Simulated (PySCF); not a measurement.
cyclo-(Cl2GeNH)2

Geometry (Å), atoms numbered from 1 in this order:
```xyz
10

Ge    1.3256   -0.1897    0.1531
Cl    2.6580   -0.4771   -1.4329
Cl    2.3216   -0.2358    1.9890
N     0.1806    1.2285   -0.0470
Ge   -1.3271    0.1903   -0.1487
Cl   -2.6713    0.4787    1.4250
Cl   -2.3016    0.2323   -1.9988
N    -0.1846   -1.2258    0.0737
H     0.3347    2.2133   -0.1631
H    -0.3359   -2.2147    0.1498
```

Method used: GIAO BLYP/def2-SVP magnetisability, rotational g tensor and spin-rotation constants, non-relativistic, gas phase in PySCF. Geometry: GFN2-xTB.

The calculation is non-relativistic, which matters for the atoms heavier than Zn.

**Question.** Give the nuclear spin-rotation constants along the inertial axes (H = +C I·J) beside the isotropic shieldings.

**Answer.** Rotational constants 1.0764, 0.4153, 0.3199 GHz. A star marks the isotopologue with that one atom substituted, in its own axes.
| atom | isotope | Caa (kHz) | Cbb (kHz) | Ccc (kHz) | mean (kHz) | σ (ppm) |
| --- | --- | --- | --- | --- | --- | --- |
| Cl2 | 35Cl | 0.234 | 0.044 | 0.097 | 0.125 | 793.3 |
| Cl3 | 35Cl | 0.232 | 0.045 | 0.096 | 0.124 | 793.9 |
| N4 | 14N | 0.058 | 0.032 | 0.026 | 0.038 | 164.8 |
| Cl6 | 35Cl | 0.233 | 0.045 | 0.096 | 0.125 | 793.5 |
| Cl7 | 35Cl | 0.234 | 0.044 | 0.097 | 0.125 | 793.3 |
| N8 | 14N | 0.058 | 0.032 | 0.026 | 0.038 | 164.9 |
| H9 | 1H | -0.128 | -0.061 | 0.017 | -0.057 | 29.6 |
| H10 | 1H | -0.128 | -0.061 | 0.017 | -0.057 | 29.6 |
| Ge1 | 73Ge* | -0.315 | -0.115 | -0.098 | -0.176 | 1387.8 |

For the geometry as given, no vibrational averaging.
